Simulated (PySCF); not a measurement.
C10H12N2, SMILES c1c(n(C)cc1)-c1n(ccc1)C. Atoms are numbered in the order given.

```xyz
24

C     -2.0120    -1.5347     0.7258
N     -0.6692    -1.7088     0.2123
C     -0.0476    -2.9266     0.0718
C      1.2224    -2.7197    -0.4333
C      1.3743    -1.3192    -0.6134
C      0.1895    -0.7035    -0.2108
C     -0.1895     0.7035    -0.2108
C     -1.3743     1.3192    -0.6134
C     -1.2224     2.7197    -0.4333
C      0.0476     2.9266     0.0718
N      0.6692     1.7088     0.2123
C      2.0120     1.5347     0.7258
H     -2.0814    -0.5909     1.2823
H     -2.7624    -1.5128    -0.0820
H     -2.2502    -2.3681     1.4015
H     -0.5615    -3.8446     0.3485
H      1.9571    -3.4917    -0.6523
H      2.2401    -0.8058    -1.0245
H     -2.2401     0.8058    -1.0245
H     -1.9571     3.4917    -0.6523
H      0.5615     3.8446     0.3485
H      2.0814     0.5909     1.2823
H      2.2502     2.3681     1.4015
H      2.7624     1.5128    -0.0820
```

Coordinates come from a B3LYP-D3(BJ)/def2-SVP optimisation. One conformer was computed; it need not be the lowest.

The numbers are results of PBE/def2-SVP (PySCF), not measurements.

Atomic charges (e):

```csv
atom,Löwdin,IAO,Mulliken
C1,0.02,-0.31,0.08
N2,0.06,-0.03,-0.20
C3,-0.04,-0.12,0.05
C4,-0.09,-0.21,-0.02
C5,-0.09,-0.22,-0.07
C6,-0.04,0.01,0.07
C7,-0.04,0.01,0.07
C8,-0.09,-0.22,-0.07
C9,-0.09,-0.21,-0.02
C10,-0.04,-0.12,0.05
N11,0.06,-0.03,-0.20
C12,0.02,-0.31,0.08
H13,0.04,0.16,0.06
H14,0.03,0.14,0.05
H15,0.03,0.15,0.04
H16,0.02,0.14,-0.01
H17,0.03,0.14,-0.02
H18,0.02,0.14,-0.04
H19,0.02,0.14,-0.04
H20,0.03,0.14,-0.02
H21,0.02,0.14,-0.01
H22,0.04,0.16,0.06
H23,0.03,0.15,0.04
H24,0.03,0.14,0.05
```

Task: Give the Mayer and Wiberg (Löwdin basis) orders of the bonds. (Estimate from the structure and the level; the computed values follow.)

Result: 
| bond | Mayer | Wiberg |
|---|---|---|
| C1–N2 | 0.99 | 1.06 |
| N2–C3 | 1.19 | 1.29 |
| C3–C4 | 1.45 | 1.55 |
| C4–C5 | 1.29 | 1.37 |
| N2–C6 | 1.21 | 1.24 |
| C5–C6 | 1.44 | 1.46 |
| C6–C7 | 0.98 | 1.11 |
| C7–C8 | 1.44 | 1.46 |
| C8–C9 | 1.29 | 1.37 |
| C9–C10 | 1.45 | 1.55 |
| C7–N11 | 1.21 | 1.24 |
| C10–N11 | 1.19 | 1.29 |
| N11–C12 | 0.99 | 1.06 |
| C1–H13 | 0.96 | 0.95 |
| C1–H14 | 0.96 | 0.96 |
| C1–H15 | 0.96 | 0.96 |
| C3–H16 | 0.98 | 0.95 |
| C4–H17 | 0.99 | 0.94 |
| C5–H18 | 1.01 | 0.94 |
| C8–H19 | 1.01 | 0.94 |
| C9–H20 | 0.99 | 0.94 |
| C10–H21 | 0.98 | 0.95 |
| C12–H22 | 0.96 | 0.95 |
| C12–H23 | 0.96 | 0.96 |
| C12–H24 | 0.96 | 0.96 |
